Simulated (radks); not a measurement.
Sm+, 61 electrons, occupied as [Xe] 4f6 6s1.

Calculated with a radial shooting solver on a logarithmic mesh with Libxc functionals: scalar-relativistic Kohn-Sham, Slater X-alpha with alpha = 0.571, spin-polarised, spherical densities, finite nucleus; open shells are filled with parallel spins first (spin-orbit coupling, left out, can overturn this in heavy ions); Fermi nuclear charge, rms radius 5.0819 fm.

Energy parts (hartree):
| part | energy |
|---|---|
| total | -10381.3481 |
| kinetic | 11097.6707 |
| electron-nucleus | -25301.2652 |
| Hartree | 4011.7738 |
| exchange | -189.5275 |

Orbitals (lengths in bohr, moments of r in powers of bohr; <r^-3> diverges for s and p1/2; r(90%) holds 90 % of the orbital's charge):
| orbital | occ. | eigenvalue (hartree) | <r^-3> | <r^4> | <r> | r(90%) |
|---|---|---|---|---|---|---|
| 1s up | 1 | -1710.499 | - | 1.324e-06 | 0.02278 | 0.0411 |
| 1s down | 1 | -1710.499 | - | 1.324e-06 | 0.02278 | 0.0411 |
| 2s up | 1 | -279.1791 | - | 0.0002136 | 0.09719 | 0.150 |
| 2s down | 1 | -279.1770 | - | 0.0002136 | 0.09719 | 0.150 |
| 2p up | 3 | -249.0568 | 10120 | 0.0001583 | 0.08562 | 0.139 |
| 2p down | 3 | -249.0553 | 10120 | 0.0001583 | 0.08562 | 0.139 |
| 3s up | 1 | -61.13288 | - | 0.008447 | 0.2559 | 0.375 |
| 3s down | 1 | -61.07159 | - | 0.008426 | 0.2557 | 0.375 |
| 3p up | 3 | -51.72694 | 2084 | 0.008840 | 0.2542 | 0.381 |
| 3p down | 3 | -51.66611 | 2088 | 0.008812 | 0.2540 | 0.380 |
| 3d up | 5 | -38.94464 | 282.8 | 0.007153 | 0.2319 | 0.362 |
| 3d down | 5 | -38.89695 | 283.3 | 0.007119 | 0.2317 | 0.361 |
| 4s up | 1 | -12.24828 | - | 0.2120 | 0.5812 | 0.836 |
| 4s down | 1 | -12.09615 | - | 0.2118 | 0.5810 | 0.835 |
| 4p up | 3 | -9.16179 | 461.2 | 0.2794 | 0.6158 | 0.897 |
| 4p down | 3 | -9.00928 | 461.4 | 0.2794 | 0.6156 | 0.897 |
| 4d up | 5 | -4.83532 | 51.71 | 0.4574 | 0.6746 | 1.02 |
| 4d down | 5 | -4.68318 | 51.68 | 0.4604 | 0.6749 | 1.02 |
| 4f up | 6 | -0.24485 | 5.941 | 9.277 | 1.038 | 1.85 |
| 4f down | 0 | -0.11254 | 5.565 | 22.43 | 1.140 | 2.10 |
| 5s up | 1 | -1.75186 | - | 7.541 | 1.411 | 2.04 |
| 5s down | 1 | -1.65325 | - | 7.922 | 1.428 | 2.07 |
| 5p up | 3 | -1.01578 | 61.24 | 16.00 | 1.669 | 2.46 |
| 5p down | 3 | -0.93554 | 58.21 | 16.87 | 1.693 | 2.50 |
| 6s up | 1 | -0.29024 | - | 473.1 | 3.980 | 5.77 |
| 6s down | 0 | -0.22384 | - | 559.8 | 4.074 | 6.01 |

The highest occupied level is 4f up at -6.663 eV. The spin density at the nucleus is 24.21 e/bohr^3 (1s 0.09, 2s -0.70, 3s -8.79, 4s -0.66, 5s 8.83, 6s 25.43). Spin moment in Bohr magnetons: 7. The electron density at the nucleus is 5.535e+05 e/bohr^3 (large components only). Summed over all electrons, <r^2> = 60.78 bohr^2, which gives a Langevin (diamagnetic) susceptibility term of -48.1 x 10^-6 cm^3/mol. The density falls to 0.001 e/bohr^3 at r = 4.59 bohr.
